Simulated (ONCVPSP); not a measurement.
## oxygen: excitation energies, all-electron against ONCV

```
Element                 : O
Generator               : ONCVPSP 4.0.1
Type                    : optimised norm-conserving Vanderbilt (ONCV)
Functional              : PBEsol
Relativity              : scalar-relativistic
Frozen core             : [He]
Valence charge          : 6
Reference configuration : 2s1.75 2p4.25
Partial waves           : 2s: rc 0.85 bohr, ncon 4, nbas 8, qcut 9.9 1/bohr, 2 projectors, debl 3.7 Ha; 2p: rc 2.00 bohr, ncon 3, nbas 8, qcut 7.3 1/bohr, 2 projectors, debl 3.2 Ha; d scattering state at 0.07 Ha: rc 1.60 bohr, ncon 5, nbas 9, qcut 6 1/bohr, 2 projectors, debl 1.9 Ha
Local potential         : polynomial inside 0.65 bohr (lpopt 5, dvloc0 0 Ha)
Core correction         : none
```

Energies are relative to the spin-unpolarised reference configuration 2s1.75 2p4.25; without spin polarisation the order of configurations can differ from experiment.

```
valence configuration  charge  ΔE all-electron (eV)  error AE − PS (meV)
              2s2 2p3      +1                12.650                 +156
              2s2 2p2      +2                46.127                 +906
```

Problem. What are ΔE and the potential's error for 2s2 2p0?

Solution. ΔE = 176.479 eV all-electron; the error (AE − PS) is +7184 meV.

Problem. What are ΔE and the potential's error for 2s2 2p4?

Solution. ΔE = -3.710 eV all-electron; the error (AE − PS) is -0.7 meV.
